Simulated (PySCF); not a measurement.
SMILES C12C=C[C](C=C2)C1 (C7H7), doublet at its PBE0/def2-SVP optimised geometry (Å):

```
14

C     -1.1641    -0.7162    -1.0774
C     -1.1616     0.3273    -0.2347
C      0.3085     0.7178     0.0000
C      0.8971     1.2030    -1.3366
C      0.8885     0.1569    -2.1761
C      0.2961    -0.9730    -1.3671
C      0.9202    -0.7202     0.0000
H     -2.0194    -1.2171    -1.5327
H     -2.0200     0.8651     0.1730
H      0.5030     1.3578     0.8721
H      1.1946     2.2323    -1.5473
H      1.1574     0.1342    -3.2330
H      2.0200    -0.7202     0.0000
H      0.5210    -1.3578     0.8023
```

Calculation: unrestricted PBE0/def2-TZVP (PySCF). Cells within 0.4 Å of a nucleus heavier than hydrogen are left out (blank, or x).

Map of the Laplacian of the electron density (e/bohr⁵), clipped to [-1.50, 1.50] on the plane z = 0.0 Å:

```
|66666666666666666666666666666|
|66666666666666666666666666666|
|66666666666666666666666666666|
|66666666666666666666666666666|
|66666666666666666666666666666|
|66666666666666666666666666666|
|66666666666666666666666666666|
|66666666666666666666666666666|
|66666666666666666666666666666|
|66666666666666666666666666666|
|66666666666666666666666666666|
|66666665056665xx9666666666666|
|66666666217643xxx666666666666|
|6666666663xx354x3666666666666|
|66666666668666654566666666666|
|66666666666666763955666666666|
|6666666666666676xxx2046666666|
|6666666666666666xx54266666666|
|66666666666666666666666666666|
|66666666666666666666666666666|
|66666666666666666666666666666|
|66666666666666666666666666666|
|66666666666666666666666666666|
|66666666666666666666666666666|
|66666666666666666666666666666|
|66666666666666666666666666666|
|66666666666666666666666666666|
|66666666666666666666666666666|
|66666666666666666666666666666|
```
Scale: ten equal steps from -1.50 (start of '0') to 0.938 (end of '9'), in the order '0123456789'; x runs from -4.50 to 4.50, y from -4.50 (bottom) to 4.50 (top).
